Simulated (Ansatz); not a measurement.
## A barrier at the coupled-cluster level

Start structure (SiH2Cl3F, singlet), relaxed at PBE0-D4/def2-TZVP:

Si1  (-0.500, -0.474, -0.581)
H2  (0.904, -0.709, -0.935)
Cl3  (-1.666, -1.957, -1.319)
Cl4  (-0.677, -0.484, 1.464)
Cl5  (-1.126, 1.316, -1.283)
H6  (1.186, 0.946, 1.554)
F7  (1.877, 1.362, 1.099)
(Å)

The step: SiHCl₃ ([Cl][SiH]([Cl])[Cl]) + HF → SiCl₃F ([F][Si]([Cl])([Cl])[Cl]) + H₂; bonds formed: Si1–F7, H2–H6; bonds broken: Si1–H2, H6–F7. Ansatz 0.2.0; basis: def2-TZVPP and def2-QZVPP; cores frozen in the correlated methods. Extrapolation: Hartree–Fock as exp(−7.88 √X), correlation as X^−2.97. Energies below are by CCSD(T) at an estimated basis limit (MP2 extrapolated from triple and quadruple zeta, plus CCSD(T) − MP2 in triple zeta).

(1) What are the electronic barrier and the energy of the step, from the start structure to the end structure? (To be estimated.)

T1 diagnostic: at most 0.011.

## Answers

(1) Computed: Barrier 39.59 kcal/mol; step energy -26.03 kcal/mol (downhill); reverse barrier, their difference, 65.62 kcal/mol. Barrier and step energy count from the start structure, the reverse barrier from the end structure.

The saddle point: One imaginary mode of 1090i cm⁻¹.
| pair | start (Å) | saddle (Å) | end (Å) |
| --- | --- | --- | --- |
| Si1–F7 | 3.44 | 1.89 | 1.58 |
| H2–H6 | 3.00 | 0.99 | 0.75 |
| Si1–H2 | 1.47 | 1.66 | 4.46 |
| H6–F7 | 0.93 | 1.18 | 2.78 |

Zero-point energy (harmonic, PBE0-D4): ZPE is 15.80 kcal/mol at the start and 14.21 kcal/mol at the saddle, so the barrier goes from 39.59 to 38.00 kcal/mol.

Labels in which every atom is bracketed show which atoms are joined, not bond orders.

For scale, one of the runs: CCSD(T)/def2-TZVPP, 227 basis functions (an equivalent command: `ansatz run in.yaml --threads 4`). The run took 98 s on 4 CPU threads (shared host), with 3.5 GiB of host memory at its peak.
